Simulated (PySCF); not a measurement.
C₇H₁₂OSSi.
Z-matrix (Å and degrees, GFN2-xTB geometry), rows numbered from 1:
```
C 
C   1  1.3227
C   2  1.4990  1  122.04
C   2  1.5154  1  124.00  3   178.40
C   4  1.5270  2  114.43  1    20.57
S   5  1.8380  4  113.63  2   -80.07
Si  6  2.1486  5   95.10  4   -18.67
O   7  1.6212  6  114.13  5  -126.01
C   4  1.5076  2  107.81  1  -100.94
C   9  1.3245  4  123.46  2  -100.48
H   1  1.0773  2  120.99  3     0.87
H   1  1.0750  2  123.18  3  -179.52
H   3  1.0864  2  110.91  1     1.91
H   3  1.0895  2  110.12  1   122.46
H   3  1.0900  2  110.40  1  -118.66
H   4  1.0974  2  108.04  1   140.27
H   5  1.0906  4  109.87  2   161.41
H   5  1.0886  4  111.50  2    40.82
H   7  1.4491  6  112.63  5   117.26
H   8  0.9548  7  122.56  6    41.48
H  10  1.0775  9  121.15  4   178.94
H  10  1.0805  9  122.59  4    -1.00
```

Probes without a nucleus sit at each ring's centroid and 1 Å off its mean plane on both sides; NICS is minus the shielding there, NICSzz its component along the normal. Level: GIAO PBE0/pcSseg-1 (PySCF, non-relativistic, gas phase) on the GFN2-xTB geometry, one conformer.

Ring bond lengths (Å), with Mayer bond orders in brackets: C4–C5 1.527 (1.03), C5–S6 1.838 (0.98), S6–Si7 2.149 (0.95), Si7–C9 1.883 (0.81), C9–C4 1.508 (0.95).

**Question.** Give the NICS values of each ring in ppm.

**Answer.** 
```json
{"ring": "C4–C5–S6–Si7–C9", "type": "5-membered ring with S and Si; formal bonds all single", "NICS(0)": "-4.8", "NICS(1), two faces": "-3.5 / -3.3", "NICS(1)zz, two faces": "-1.7 / -3.8", "rms pucker (Å)": "0.18", "centre to ring atoms, mean (Å)": "1.48"}
```

**Question.** What can be read from them?

**Answer.** 
- C4–C5–S6–Si7–C9: mean NICS(1)zz -2.7 ppm, near zero. C4, C5, Si7 have four or more neighbours, so the value isn't read as a sign of a π ring current.

**Question.** How shielded are the nuclei of the rings and their hydrogens (means over atoms taken as equivalent)?

**Answer.** 
```tsv
atoms	environment	σ isotropic (ppm)	principal values of the symmetric part, first atom (ppm)
C4	allylic carbon	129.3	118.1, 126.1, 143.7
C5	sp3 carbon bound to sulfur	148.4	122.8, 155.9, 166.4
S6	sulfur bonded to C and Si	627.5	521.4, 626.0, 735.0
Si7	oxygen-bound silicon	352.6	305.3, 348.1, 404.3
C9	fully substituted alkene carbon	26.9	-77.7, 12.6, 145.8
H16	methine hydrogen	29.08	25.1, 28.9, 33.2
H17	methylene hydrogen	28.30	21.7, 27.6, 35.6
H18	methylene hydrogen	28.79	23.9, 27.0, 35.4
H19	Si–H hydrogen	26.30	21.8, 25.8, 31.3
```
